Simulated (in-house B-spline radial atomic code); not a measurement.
A fraction x of an electron is moved 4f → 5d in the dysprosium ion Dy²⁺, starting from [Xe] 4f10 and keeping the highest spin. All numbers are computed (scalar-relativistic (X2C) r2SCAN, spin-polarised, spherical fractional occupations; Fermi nucleus of rms radius 5.2218 fm) with an all-electron radial atomic-structure program (B-spline basis), not measured.

```json
{"x": "0", "E(x) - E(0) (eV)": "0.0000", "4f down level (eV)": "-14.431", "5d up level (eV)": "-"}
{"x": "0.125", "E(x) - E(0) (eV)": "0.1734", "4f down level (eV)": "-15.047", "5d up level (eV)": "-13.508"}
{"x": "0.25", "E(x) - E(0) (eV)": "0.3862", "4f down level (eV)": "-15.676", "5d up level (eV)": "-13.806"}
{"x": "0.375", "E(x) - E(0) (eV)": "?", "4f down level (eV)": "?", "5d up level (eV)": "?"}
{"x": "0.5", "E(x) - E(0) (eV)": "0.9433", "4f down level (eV)": "-16.971", "5d up level (eV)": "-14.372"}
{"x": "0.625", "E(x) - E(0) (eV)": "1.2925", "4f down level (eV)": "-17.636", "5d up level (eV)": "-14.645"}
{"x": "0.75", "E(x) - E(0) (eV)": "1.6916", "4f down level (eV)": "-18.312", "5d up level (eV)": "-14.914"}
{"x": "0.875", "E(x) - E(0) (eV)": "?", "4f down level (eV)": "?", "5d up level (eV)": "?"}
{"x": "1", "E(x) - E(0) (eV)": "2.6469", "4f down level (eV)": "-19.695", "5d up level (eV)": "-15.441"}
```

Q: What belongs in the row x = 0.375?

A: An energy change of 0.6419 eV; 4f down at -16.318 eV, 5d up at -14.093 eV.

Q: What belongs in the row x = 0.875?

A: An energy change of 2.1425 eV; 4f down at -18.999 eV, 5d up at -15.179 eV.

Q: Check Janak's theorem between x = 0.125 and 0.25.

A: The slope of the energy is 1.70 eV; the orbital levels give 1.70 eV (ε of the receiving orbital less ε of the emptying one, averaged over the two points).
